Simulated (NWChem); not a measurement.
CH4F3NSi; SMILES N[SiH2]C(F)(F)F

```xyz
10

N     -0.5583     2.2651     0.0000
Si     0.6532     1.0494     0.0000
C     -0.0358    -0.7621     0.0000
F     -0.7981    -1.0104    -1.0799
F      0.9548    -1.6696     0.0000
F     -0.7981    -1.0104     1.0799
H     -1.0924     2.4660     0.8375
H     -1.0924     2.4660    -0.8375
H      1.4680     1.1535    -1.2411
H      1.4680     1.1535     1.2411
```
Atoms are numbered in this order, from 1.

Program: NWChem. Geometry: optimised at PBE0/def2-SVP.

For level Hartree-Fock/def2-SVP:

- highest occupied level (eV): -11.60
- orbital gap (eV): 15.45
- dipole (D): 2.88

Task: What are these values for level PW6B95/def2-SVP?

Result: 
| Quantity | Result |
|---|---|
| highest occupied level (eV) | -7.85 |
| orbital gap (eV) | 8.48 |
| dipole (D) | 2.62 |
